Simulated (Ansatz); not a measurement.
Cost and result up the ladder for BCl2(CN) (BCNCl2) (5 atoms). The state is a singlet with charge 0. Geometry: r2SCAN-D4/def2-SVP.

```csv
atom,x (Å),y (Å),z (Å)
B1,-0.212,-0.444,-0.131
Cl2,-0.615,-1.590,1.114
Cl3,-0.517,-0.773,-1.811
C4,0.429,0.896,0.265
N5,0.916,1.911,0.564
```

Ansatz on 4 threads of Arm Neoverse V1 on a shared host. Times are rough, and most runs start from the orbitals of an earlier one. CAM-B3LYP-D4/def2-TZVP serves as the yardstick here, not as an exact answer. Differences are given only for rows in sets of like size (and for xTB, whose basis is part of the method), since another set adds its own error. Binding counts from free atoms at the same level (B doublet, Cl doublet, C triplet, N quartet; other spins of the atoms weren't run), without zero-point energy or a counterpoise term.

Correlated methods freeze 13 core orbitals.

Correlated methods converge slowly with the basis.

```
                          level  functions  binding energy per atom (eV)  difference from CAM-B3LYP-D4/def2-TZVP (eV)
PBE0-D4/def2-TZVP (with forces)        167                          4.58                                         0.09
            r2SCAN-D4/def2-TZVP        167                          4.56                                         0.06
         CAM-B3LYP-D4/def2-TZVP        167                          4.49                                         0.00
               PBE-D4/def2-TZVP        167                          4.77                                         0.28
                  MP2/def2-TZVP        167                          4.61                                         0.12
             CCSD(T)/def2-TZVPP        177                          4.34                                        -0.15
             PBE-QIDH/def2-TZVP        167                          4.52                                         0.03
            revPBE-D4/def2-TZVP        167                          4.61                                         0.12
               PBE0-D4/def2-SVP         78                          4.65                                            –
              RPA@PBE/def2-TZVP        167                          4.06                                        -0.43
           r2SCANh-D4/def2-TZVP        167                          4.49                                         0.00
                   HF/def2-TZVP        167                          3.08                                        -1.41
          LDA (SPW92)/def2-TZVP        167                          5.32                                         0.83
                PBE-D4/def2-SVP         78                          4.85                                            –
```

Estimate how long each takes.

PBE-D4/def2-SVP 0.56 s; LDA (SPW92)/def2-TZVP 0.76 s; PBE0-D4/def2-SVP 0.8 s; HF/def2-TZVP 1 s; PBE-D4/def2-TZVP 1.2 s; revPBE-D4/def2-TZVP 1.3 s; MP2/def2-TZVP 1.4 s; CAM-B3LYP-D4/def2-TZVP 2 s; PBE0-D4/def2-TZVP (with forces) 2.1 s; RPA@PBE/def2-TZVP 2.4 s; r2SCAN-D4/def2-TZVP 2.7 s; PBE-QIDH/def2-TZVP 2.9 s; r2SCANh-D4/def2-TZVP 3.2 s; CCSD(T)/def2-TZVPP 30 s. On shared hardware such times vary by a factor of up to 3.
